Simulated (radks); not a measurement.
Excited configurations of Zr: one electron is placed in a higher orbital outside [Kr] 4d2 5s1. The ground configuration is [Kr] 4d2 5s2. All-electron calculation, non-relativistic Kohn-Sham, PBE, spin-unpolarised, spherical densities, point nucleus; relativity is left out, which matters for an element this heavy. Program: a radial shooting solver on a logarithmic mesh with Libxc functionals. Excitation = E - E(ground); binding = E(ion) - E, where the ion is the core of charge +1; n* = 1/sqrt(2 binding) in atomic units, and the quantum defect is n - n*.

| outer orbital | excitation (eV) | binding (eV) | n* | quantum defect | eigenvalue (eV) |
|---|---|---|---|---|---|
| 4f | 5.996 | 0.926 | 3.834 | 0.166 | -0.428 |
| 5p | 2.833 | 4.088 | 1.824 | 3.176 | -2.047 |
| 5d | 5.331 | 1.591 | 2.925 | 2.075 | -0.723 |
| 6s | 4.653 | 2.268 | 2.449 | 3.551 | -1.341 |
| 6d | 5.923 | 0.998 | 3.692 | 2.308 | -0.563 |
| 6f | 6.448 | 0.474 | 5.359 | 0.641 | -0.290 |
| 7s | 5.686 | 1.235 | 3.319 | 3.681 | -0.763 |
| 7p | 5.932 | 0.990 | 3.708 | 3.292 | -0.612 |

The Delta-SCF ionisation energy is 6.921 eV (NIST Atomic Spectra Database: 6.634 eV, measured). Self-interaction in the functional shifts the binding energies and quantum defects, so they are the method's values and not measured ones. Relativity is left out here, which matters for elements this heavy. Spin polarisation and multiplet splitting are left out, so open shells lie too high by an amount that depends on their filling.

Beside tabulated values, note that spin-unpolarised runs miss the spin-polarisation part of the exchange energy of open shells.
